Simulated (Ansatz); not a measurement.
Total energies of the cluster W2S4⁻ from Ansatz at r2SCAN-D4/def2-TZVPD, gas phase (1 Eh = 27.2114 eV = 2625.5 kJ/mol). The reference geometry is relaxed at PBE-D4/def2-SVPD.

```
atom    x (Å)    y (Å)    z (Å)
  W1  -0.1386  -1.2042   0.0920
  W2   0.3686   1.0469   0.4991
  S3  -0.8333  -1.6980  -1.9355
  S4  -1.5181   0.0608   1.5585
  S5   0.0915   2.4306  -1.1882
  S6   2.0299  -0.6362   0.9741
```

| state | geometry | energy (Eh) |
| --- | --- | --- |
| charge -1 doublet | reference | -1727.30294 |
| charge 0 triplet | reference | -1727.18657 |
| charge -1 quartet | relaxed at PBE-D4/def2-SVPD | -1727.29693 |

In the def2 sets W takes a core potential; there is no spin–orbit coupling.

Work out the vertical ionisation energy to the triplet.

E(charge 0 triplet) − E(charge -1 doublet) = -1727.18657 − (-1727.30294) = 0.11637 Eh = 3.17 eV. For comparison, −ε of the highest occupied level of the spin that leaves is 1.17 eV at this level, 2.00 eV less.

Which of the charge -1 states is lowest, and how far above it are the others?

The doublet. quartet: -1727.29693 − (-1727.30294) = 0.00601 Eh = 15.8 kJ/mol.

At r2SCAN-D4/def2-TZVPD the charge -1 doublet is spin-contaminated (final ⟨S²⟩ up to 0.94, 0.75 for a pure state). 

The structure comes from a short search, and lower isomers may exist.
